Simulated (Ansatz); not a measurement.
`Cl[SiH2][ZnH]` + `CNC` → `C[N](C)[ZnH]` + `[SiH3]Cl` at 600 K and 1 bar (cleavage of the Zn–Si bond).

Calculated with Ansatz (gas phase, PBE0-D4/def2-TZVP geometries, no zero-point term in ΔE). CBS: MP2 limit from def2 TZ/QZ plus the TZ coupled-cluster correction, frozen cores. This one scheme is used for every species. For Zn outer-core shells are correlated without core-valence functions, which leaves a few kJ/mol of doubt a bond. Scalar relativity is left out up to krypton.

```json
{"species": "`Cl[SiH2][ZnH]`", "CCSD(T)/CBS energy (Eh)": "-2529.06736", "H − E (kJ/mol)": "109.5", "S (J/(mol·K))": "384.4"}
{"species": "`CNC`", "CCSD(T)/CBS energy (Eh)": "-135.00321", "H − E (kJ/mol)": "284.6", "S (J/(mol·K))": "333.5"}
{"species": "`C[N](C)[ZnH]`", "CCSD(T)/CBS energy (Eh)": "-1913.37223", "H − E (kJ/mol)": "285.4", "S (J/(mol·K))": "406.3"}
{"species": "`[SiH3]Cl`", "CCSD(T)/CBS energy (Eh)": "-750.69636", "H − E (kJ/mol)": "99.4", "S (J/(mol·K))": "294.6"}
```

H − E and S are ideal-gas, rigid-rotor, harmonic terms from PBE0-D4/def2-TZVP. 1 Eh = 2625.50 kJ/mol, R = 8.31446 J/(mol·K).

Q: By hand: ΔE, ΔH, ΔS and ΔG.

A: ΔE = (-1913.37223) + (-750.69636) − (-2529.06736) − (-135.00321) = 0.00198 Eh = 5.2 kJ/mol. Δ(H − E) = 285.4 + 99.4 − 109.5 − 284.6 = -9.3, so ΔH = -4.1 kJ/mol. ΔS = 406.3 + 294.6 − 384.4 − 333.5 = -17.0 J/(mol·K). ΔG = -4.1 − 600 × (-17.0)/1000 = 6.1 kJ/mol.

Q: By hand: the equilibrium constant, and the temperature at which ΔG would vanish if ΔH and ΔS stayed fixed.

A: log₁₀ K = −ΔG/(RT ln 10) = -0.5. ΔG = 0 at ΔH/ΔS = 241 K, though so small a ΔH makes that figure unsure.

TΔS isn't small against ΔH here. A doubt of 5 kJ/mol in ΔE shifts log₁₀ K by 0.4 here. These are equilibria of isolated gas molecules and say nothing of rates. Largest T1 diagnostic: 0.015 (customary marks: 0.02 for closed shells, 0.045 for open ones).
